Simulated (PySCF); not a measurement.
Gas-phase reaction: 2 N + 2 SiF₂ + 3 H₂ → HSiNH₂ + SiF₄.NH₃

Computed with PySCF (xtb for GFN2) and rigid-rotor harmonic-oscillator thermochemistry at 1 bar. † marks an energy on the PBE0/def2-TZVP geometry and frequencies; other levels use their own. 6-31G* has spherical d functions here. Open shells (unrestricted): N (multiplicity 4); the rest are closed-shell singlets. GFN2 has no spin-polarisation term. B3LYP is the form with VWN-RPA correlation. Adducts (SiF₄.NH₃) have no counterpoise correction, and HF, PBE, BLYP, B3LYP and PBE0 lack dispersion. HSiNH₂, SiF₄.NH₃: computed as isolated molecules; such fragments, hydroxides, amides, oligomers or adducts are transient or little studied in the gas. The harmonic model lacks anharmonicity and excited electronic states, which grow with temperature; levels with a mode under 35 cm⁻¹ are left out. Internal rotation in HSiNH₂, SiF₄.NH₃ is treated as a harmonic vibration of one conformer, which makes the entropy rough.

```json
[
 {"level": "B3LYP/6-31G*", "ΔE electronic, kJ": "-1292", "ΔH°(298 K), kJ": "-1200", "ΔS°(298 K), J/K": "-625", "ΔG°(1800 K), kJ": "-45"},
 {"level": "GFN2-xTB", "ΔE electronic, kJ": "-2028", "ΔH°(298 K), kJ": "-1934", "ΔS°(298 K), J/K": "-599", "ΔG°(1800 K), kJ": "-835"},
 {"level": "PBE/def2-SVP", "ΔE electronic, kJ": "-1433", "ΔH°(298 K), kJ": "-1345", "ΔS°(298 K), J/K": "-622", "ΔG°(1800 K), kJ": "-198"},
 {"level": "PBE0/def2-SVP†", "ΔE electronic, kJ": "-1413", "ΔH°(298 K), kJ": "-1320", "ΔS°(298 K), J/K": "-626", "ΔG°(1800 K), kJ": "-162"},
 {"level": "r2SCAN/def2-TZVP†", "ΔE electronic, kJ": "-1357", "ΔH°(298 K), kJ": "-1264", "ΔS°(298 K), J/K": "-626", "ΔG°(1800 K), kJ": "-106"},
 {"level": "LDA/def2-TZVP†", "ΔE electronic, kJ": "-1665", "ΔH°(298 K), kJ": "-1572", "ΔS°(298 K), J/K": "-626", "ΔG°(1800 K), kJ": "-415"}
]
```
ΔH° is lowest at GFN2-xTB and highest at B3LYP/6-31G*. No reference value is set beside these.
